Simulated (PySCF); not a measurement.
diantimony (Sb₂), singlet, at a GFN2-xTB geometry (core potentials on Sb); CASSCF(4,4)/def2-SVP (PySCF).

Input for PySCF:
```python
from pyscf import gto, scf, mcscf
import numpy

mol = gto.Mole()
mol.atom = '''
    Sb   -0.00000000   -0.00000000   -1.26715205
    Sb    0.00000000    0.00000000    1.26715205
'''
mol.basis = 'def2-svp'
mol.ecp = {'Sb': 'def2-svp'}
mol.verbose = 4
mol.build()

mf = scf.RHF(mol)
mf.kernel()
mc = mcscf.CASSCF(mf, 4, 4)
mc.fix_spin_(ss=0.0)
mc.kernel()
occ = numpy.linalg.eigvalsh(mc.fcisolver.make_rdm1(mc.ci, mc.ncas, mc.nelecas))[::-1]
ss = mc.fcisolver.spin_square(mc.ci, mc.ncas, mc.nelecas)[0]
print('natural occupations', occ.round(4), ' <S^2>', round(ss, 4))
```

The log (banner, timings and long lists left out):

```
PySCF version 2.14.0

[INPUT] verbose = 4
[INPUT] num. atoms = 2
[INPUT] num. electrons = 46
[INPUT] charge = 0
[INPUT] spin (= nelec alpha-beta = 2S) = 0
[INPUT] symmetry False subgroup None
[INPUT] Mole.unit = angstrom
[INPUT] Symbol           X                Y                Z      unit          X                Y                Z       unit  Magmom
[INPUT]  1 Sb     0.000000000000   0.000000000000  -1.267152050000 AA    0.000000000000   0.000000000000  -2.394570332681 Bohr   0.0
[INPUT]  2 Sb     0.000000000000   0.000000000000   1.267152050000 AA    0.000000000000   0.000000000000   2.394570332681 Bohr   0.0

nuclear repulsion = 110.458229766775
number of shells = 20
number of NR pGTOs = 122
number of NR cGTOs = 52
basis = def2-svp
ecp = {'Sb': 'def2-svp'}

******** <class 'pyscf.scf.hf.RHF'> ********
method = RHF
initial guess = minao
damping factor = 0
level_shift factor = 0
DIIS = <class 'pyscf.scf.diis.CDIIS'>
diis_start_cycle = 1
diis_space = 8
diis_damp = 0
SCF conv_tol = 1e-09
SCF conv_tol_grad = None
SCF max_cycles = 50
direct_scf = True
direct_scf_tol = 1e-13
Set gradient conv threshold to 3.16228e-05
Initial guess from minao.
init E= -426.41882090651
  HOMO = -1.20892779854363  LUMO = -1.04305599276606  gap/eV = 4.51360
cycle= 1 E= -477.596853630626  delta_E= -51.2  |g|= 2.02  |ddm|= 12.9
  HOMO = -0.106672873163947  LUMO = 0.115121123598034  gap/eV = 6.03532
cycle= 2 E= -478.448295610096  delta_E= -0.851  |g|= 0.674  |ddm|= 5.16
  HOMO = -0.289461123367683  LUMO = -0.0108961547657939  gap/eV = 7.58014
cycle= 3 E= -478.52498547674  delta_E= -0.0767  |g|= 0.0392  |ddm|= 0.772
  HOMO = -0.289205527787495  LUMO = -0.0101966514813009  gap/eV = 7.59222
cycle= 4 E= -478.525870233235  delta_E= -0.000885  |g|= 0.0105  |ddm|= 0.128
  HOMO = -0.292543100822198  LUMO = -0.0123861493492744  gap/eV = 7.62346
cycle= 5 E= -478.525937231307  delta_E= -6.7e-05  |g|= 0.00261  |ddm|= 0.0246
  HOMO = -0.292376444709984  LUMO = -0.0122514499291252  gap/eV = 7.62259
cycle= 6 E= -478.525942640456  delta_E= -5.41e-06  |g|= 0.00024  |ddm|= 0.0108
  HOMO = -0.292325572681705  LUMO = -0.0121734280772255  gap/eV = 7.62333
cycle= 7 E= -478.525942670647  delta_E= -3.02e-08  |g|= 3.11e-05  |ddm|= 0.00063
  HOMO = -0.292322740972408  LUMO = -0.0121717982350713  gap/eV = 7.62330
cycle= 8 E= -478.525942670996  delta_E= -3.49e-10  |g|= 1.96e-06  |ddm|= 8.85e-05
  HOMO = -0.292322678208164  LUMO = -0.0121716550571838  gap/eV = 7.62330
Extra cycle  E= -478.525942670999  delta_E= -2.73e-12  |g|= 5.96e-07  |ddm|= 8.44e-06
converged SCF energy = -478.525942670999

******** <class 'pyscf.mcscf.mc1step.CASSCF'> ********
CAS (2e+2e, 4o), ncore = 21, nvir = 27
max_cycle_macro = 50
max_cycle_micro = 4
conv_tol = 1e-07
conv_tol_grad = None
orbital rotation max_stepsize = 0.02
orbital rotation threshold for CI restart = 0.01
augmented hessian ah_max_cycle = 30
augmented hessian ah_conv_tol = 1e-12
augmented hessian ah_linear dependence = 1e-14
augmented hessian ah_level shift = 1e-08
augmented hessian ah_start_tol = 2.5
augmented hessian ah_start_cycle = 3
augmented hessian ah_grad_trust_region = 3
kf_trust_region = 3
kf_interval = 4
ci_response_space = 4
ci_grad_trust_region = 3
with_dep4 0
natorb = False
canonicalization = True
sorting_mo_energy = False
ao2mo_level = 2
internal_rotation = False
******** <class 'pyscf.fci.addons.SpinPenaltyFCISolver'> ********
max. cycles = 50
conv_tol = 1e-08
davidson only = True
linear dependence = 1e-12
level shift = 0.001
max iter space = 12
nroots = 1
pspace_size = 400
spin = None
CASCI E = -478.576898473518  S^2 = 0.0000000
Set conv_tol_grad to 0.000316228
macro iter   1 ( 14 JK    4 micro), CASSCF E = -478.587062198407  dE = -1.01637249e-02  S^2 = 0.0000000
               |grad[o]|=0.0482  |grad[c]|=0.0104  |ddm|=0.0564  |maxRot[o]|=0.147
macro iter   2 (  5 JK    2 micro), CASSCF E = -478.587063753157  dE = -1.55474993e-06  S^2 = 0.0000000
               |grad[o]|=0.000559  |grad[c]|=6.29e-05  |ddm|=0.000474  |maxRot[o]|=0.00153
macro iter   3 (  3 JK    1 micro), CASSCF E = -478.587063754867  dE = -1.71058900e-09  S^2 = 0.0000000
               |grad[o]|=2.96e-05  |grad[c]|=2.12e-05  |ddm|=4.39e-05  |maxRot[o]|=2.22e-05
1-step CASSCF converged in   3 macro ( 22 JK   7 micro) steps
CASSCF canonicalization
Density matrix diagonal elements [1.82548805 1.82548805 0.17451195 0.17451195]
CASSCF energy = -478.587063754867
CASCI E = -478.587063754867  E(CI) = -2.74092004547407  S^2 = 0.0000000
natural occupations [1.8255 1.8255 0.1745 0.1745]  <S^2> 0.0
```
